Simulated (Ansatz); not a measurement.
`B[Si](F)(F)[SiH3]` + `BS` → `BSB` + `F[SiH](F)[SiH3]` at 400 K and 1 bar (cleavage of the B–Si bond).

Isolated molecules relaxed with PBE0-D4/def2-TZVP in Ansatz; ΔE leaves out vibrations. CCSD(T)/CBS adds triple-zeta CCSD(T) − MP2 to the extrapolated MP2 energy (def2 sets, frozen cores). This one scheme is used for every species.

```tsv
species	CCSD(T)/CBS energy (Eh)	H − E (kJ/mol)	S (J/(mol·K))
`B[Si](F)(F)[SiH3]`	-805.62947	172.7	418.1
`BS`	-424.38198	95.9	260.4
`BSB`	-449.77944	136.4	296.3
`F[SiH](F)[SiH3]`	-780.26920	133.4	362.8
```

H − E and S are ideal-gas, rigid-rotor, harmonic terms from PBE0-D4/def2-TZVP. 1 Eh = 2625.50 kJ/mol, R = 8.31446 J/(mol·K).

By hand: ΔE, ΔH, ΔS and ΔG.

ΔE = (-449.77944) + (-780.26920) − (-805.62947) − (-424.38198) = -0.03719 Eh = -97.6 kJ/mol. Δ(H − E) = 136.4 + 133.4 − 172.7 − 95.9 = 1.2, so ΔH = -96.4 kJ/mol. ΔS = 296.3 + 362.8 − 418.1 − 260.4 = -19.4 J/(mol·K). ΔG = -96.4 − 400 × (-19.4)/1000 = -88.6 kJ/mol.

By hand: the equilibrium constant, and the temperature at which ΔG would vanish if ΔH and ΔS stayed fixed.

log₁₀ K = −ΔG/(RT ln 10) = 11.6. ΔG = 0 at ΔH/ΔS = 4969 K, far beyond where these terms or the molecules hold.

ΔH outweighs TΔS. A doubt of 5 kJ/mol in ΔE shifts log₁₀ K by 0.7 here. These are equilibria of isolated gas molecules and say nothing of rates. Largest T1 diagnostic: 0.015 (customary marks: 0.02 for closed shells, 0.045 for open ones).
